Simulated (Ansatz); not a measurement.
The Sn1–F3 bond of FHSn (SMILES [F][SnH]) is stretched (multiplicity 1, the rest rigid).
Geometry at rest (charge 0, multiplicity 1):
```xyz
3

Sn    -0.09096    -0.17371     0.21891
H     -1.03509    -1.08912    -1.00040
F      0.62035     1.08605    -1.10499
```

Cores are frozen in the correlated methods. Filled d and f shells under p-block atoms count as core.

Run with Ansatz (a quantum-chemistry and plane-wave program) with Gaussian orbitals.  In def2 rows elements past Kr take small-core potentials, without spin–orbit coupling.

Energies above the point at 1.961 Å (the B3LYP-D3(BJ) bond length), FIC-MRCISD+Q on CASSCF(6,4)/def2-SVP (kcal/mol): 14.21 at 1.765 Å; 7.15 at 2.157 Å; 103.99 at 6.275 Å.

Question: Take the last value as the depth D of a Morse curve D(1 − e^(−a(R − R₀)))², fit a and R₀ to the two near points, and test it at 2.647 and 3.432 Å.

Answer: 
With D = 104.0, both near points (counted from the curve's value at 1.961 Å) are met by a = 1.58 Å⁻¹ and R₀ = 1.965 Å, so k = 2Da² = 517 kcal/(mol Å²). The curve then gives 45.2 and 84.4 kcal/mol; the level itself gives 46.3 and 92.0, so Morse is off by -1.1 and -7.6.

Doubts at one or more of the structures used: active orbitals that take no part (FIC-MRCISD+Q on CASSCF(6,4)/def2-SVP).
